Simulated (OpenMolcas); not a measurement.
## Ge III: effect of the active space

```
Program             : OpenMolcas 26.06
Method              : CASSCF or its RAS form
Basis               : ANO-RCC-VQZP
Scalar Hamiltonian  : DKH2, point nucleus
Spin-orbit coupling : RASSI with atomic mean-field integrals over the reference wave functions, term energies averaged over their components
```

A. 2 electrons in 4 orbitals (4s 4p); 2S+1 = 3 even, 3 roots; 2S+1 = 1 even, 7 roots; 2S+1 = 3 odd, 3 roots; 2S+1 = 1 odd, 3 roots; cost about 13 core-seconds
B. 2 electrons in 8 orbitals (4s 4p 5s 5p); 2S+1 = 3 even, 3 roots; 2S+1 = 1 even, 7 roots; 2S+1 = 3 odd, 3 roots; 2S+1 = 1 odd, 3 roots; cost roughly 20 core-seconds
C. 2 electrons in 9 orbitals (RAS2 4s 4p; RAS3 4d, at most 2 electrons); 2S+1 = 3 even, 3 roots; 2S+1 = 1 even, 7 roots; 2S+1 = 3 odd, 3 roots; 2S+1 = 1 odd, 3 roots; cost about 21 core-seconds

Energies in eV above 4s² ¹S₀, the measured ground level; measured values from Sugar and Musgrove, J. Phys. Chem. Ref. Data 22, 1213 (1993).

| Level | A | B | C | Measured |
| --- | --- | --- | --- | --- |
| 4s² ¹S₀ | 0.0000 | 0.0000 | 0.0000 | 0.0000 |
| 4s 4p ³P°₀ | 7.1832 | 7.3101 | 7.0765 | 7.6540 |
| 4s 4p ³P°₁ | 7.2660 | 7.3928 | 7.1585 | 7.7490 |
| 4s 4p ³P°₂ | 7.4383 | 7.5651 | 7.3308 | 7.9528 |
| 4s 4p ¹P°₁ | 12.1748 | 12.2623 | 11.3692 | 11.3908 |

Deviations, from unrounded energies. A percentage is the sum of absolute deviations over the sum of measured energies, with the sign that they share, or ± where signs differ.

```csv
Against measurement,Levels,A,B,C
mean absolute deviation (cm-1),4,4500,4000,3700
other configurations (%),4,±6.5,±5.6,-5.2
```

C lies closest to measurement on these levels and A furthest from it. The largest miss of C in the table is 4s 4p ³P°₂, by -5000 cm-1. The ranking rests on the paired levels alone, and a cruder setting can come out closer through cancelling errors.

Among A to C the level of the table that moves most is 4s 4p ¹P°₁, by 7200 cm-1 (lowest in C, highest in B).

The run also gave levels led by 4s 5s, which use shells meant for correlation; these and all levels above them are left out (holds for B). Active for correlation alone: 4d; no level in the range computed is led by a configuration that fills it, so any true level of that kind is missing (holds for C). Measured partners are found by configuration, term and J. A level has none where our copy of the source lacks it or the pairing is in doubt (some pairs that miss far off the trend of their configuration count as doubtful), and it then counts in no deviation. Levels of configurations outside the active space are missing. The table leaves out levels that lie high or whose names do not pair safely across all columns.

° marks odd parity.
